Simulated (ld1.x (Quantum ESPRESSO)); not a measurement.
bromine TM: all-electron and pseudo phase curves

- Element: bromine
- Generator: ld1.x (Quantum ESPRESSO) 7.5
- Type: norm-conserving Troullier–Martins (Kleinman–Bylander form)
- Functional: Wu–Cohen
- Relativity: scalar-relativistic
- Frozen core: [Ar]
- Valence charge: 17
- Reference configuration: 3d10 4s2 4p5
- Partial waves: 4s (bound): rc 1.15 bohr; 4p (bound): rc 1.20 bohr; 3d (bound): rc 0.65 bohr
- Local potential: all-electron potential smoothed inside 0.55 bohr (lloc = -2)
- Core correction: a·sin(br)/r model core inside 0.24 bohr

The phase is arctan(r·u′/u) with u = r·R(r), unwrapped; energies in Ry, scanned from -7 to 5 Ry. A pole is an energy at which the radial function vanishes at the test radius. The pseudo phase is shifted by a multiple of π to meet the all-electron one at the reference energy, and phase errors are pseudo minus all-electron; the curves can meet again beyond the range given. Levels narrower than the energy grid can be missing from the lists of poles.

For each channel, where are the poles, and over which energies does the pseudopotential scatter like the atom?

| channel | radius (bohr) | reference energy (Ry) | poles, all-electron | poles, pseudo | unbroken range about the reference energy with phases within 0.05 rad | phase error 1 Ry above the reference energy (rad) |
| --- | --- | --- | --- | --- | --- | --- |
| s | 1.30 | -1.48 | none | none | below 3.8 | -0.007 |
| p | 1.30 | -0.58 | none | -3.31 | -2.6 to 1.5 | +0.010 |
| d | 1.30 | -4.90 | -4.38 | -4.38 | the whole range | +0.000 |

Note: ghost states, extra bound levels that the all-electron valence spectrum of the same l lacks: s at -285.3 eV, p at -46.3 eV. A true bound ghost makes a file unfit for plane-wave use.

Phases in the s channel:

```tsv
E (Ry)	all-electron	pseudo
-7.00	1.194	1.183
-6.74	1.182	1.172
-6.48	1.170	1.160
-6.22	1.157	1.147
-5.96	1.143	1.133
-5.70	1.128	1.118
-5.44	1.111	1.102
-5.18	1.093	1.084
-4.92	1.073	1.065
-4.66	1.051	1.043
-4.40	1.027	1.019
-4.14	1.000	0.993
-3.88	0.970	0.963
-3.62	0.936	0.930
-3.36	0.898	0.892
-3.10	0.855	0.850
-2.84	0.805	0.801
-2.58	0.749	0.746
-2.32	0.683	0.681
-2.06	0.609	0.608
-1.80	0.523	0.522
-1.54	0.424	0.424
-1.28	0.313	0.312
-1.02	0.188	0.187
-0.76	0.054	0.051
-0.50	-0.088	-0.094
-0.24	-0.230	-0.241
0.02	-0.369	-0.384
0.28	-0.498	-0.518
0.54	-0.616	-0.641
0.80	-0.721	-0.749
1.06	-0.813	-0.845
1.32	-0.893	-0.928
1.58	-0.963	-1.000
1.84	-1.024	-1.062
2.10	-1.077	-1.117
2.36	-1.123	-1.165
2.62	-1.164	-1.207
2.88	-1.200	-1.245
3.14	-1.232	-1.278
3.40	-1.261	-1.308
3.66	-1.287	-1.336
3.92	-1.310	-1.361
4.18	-1.331	-1.384
4.44	-1.350	-1.405
4.70	-1.368	-1.425
4.96	-1.384	-1.443
```
